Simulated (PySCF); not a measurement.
These compounds are isomers of formula C$_{5}$H$_{12}$O$_{3}$Si.

A. `CC(=O)OC(C)(C)[SiH2]O`
B. `CCO[SiH]1OCCCO1`
C. `CO[SiH2]C(=O)OC(C)C`

Spectrum 1. ¹H NMR (300 MHz, computed): δ 4.56 (s, 1H), 4.34 (m, 2H), 4.22 (m, 2H), 3.94 (q, 2H), 2.24 (m, 1H), 1.27 (t, 3H), 1.23 (m, 1H). ¹³C{¹H} NMR (computed): δ 66.9 (CH2), 59.5 (CH2), 36.1 (CH2), 19.9 (CH3).

Spectrum 2. ¹H NMR (300 MHz, computed): δ 5.49 (sept, 1H), 4.86 (s, 2H), 4.18 (s, 3H), 1.27 (d, 6H). ¹³C{¹H} NMR (computed): δ 190.1 (C), 67.2 (CH), 53.4 (CH3), 23.9 (CH3).

Spectrum 3. ¹H NMR (300 MHz, computed): δ 4.53 (s, 2H), 2.22 (br s, 1H), 2.14 (s, 3H), 1.28 (s, 6H). ¹³C{¹H} NMR (computed): δ 180.6 (C), 75.7 (C), 25.0 (CH3), 23.8 (CH3).

Calculated, not measured (PySCF 2.14.0 with density-fitted response routines): shielding tensors at PBE0/pcSseg-1 (GIAO), geometry: GFN2-xTB. Gas phase, one conformer, non-relativistic Hamiltonian, rapidly exchanging positions averaged.

Scale: ¹H and ¹³C vs TMS (reference shieldings calculated alike). Where no couplings were computed, multiplicities follow the n + 1 count of equivalent neighbours, and m marks all less simple cases (inequivalent or close neighbours, rings, F or P nearby). Shifts are as computed. Against solution values, carbons near 30 ppm lie about +3 ppm off and those near 130 ppm about +5 ppm. Of 1211 compounds with measured shifts, 218 miss one by over three times the rms of a fit or turn the order of signals round; such compounds aren't used in these exercises. OH and NH positions are gas-phase values without hydrogen bonding to other molecules.

Question: Which spectrum belongs to which compound?

Answer: 1–B, 2–C, 3–A.

- Spectrum 1 (B): 4 ¹³C signals; δC 66.9 is an sp3 CH2 bonded to O; δC 59.5 is an sp3 CH2 bonded to O.
- Spectrum 2 (C): 4 ¹³C signals; δC 67.2 is an sp3 CH bonded to O; δC 53.4 is a methyl carbon bonded to O.
- Spectrum 3 (A): 4 ¹³C signals; δC 180.6 is an ester carbonyl carbon; δC 75.7 is a fully substituted sp3 carbon bonded to O and Si.
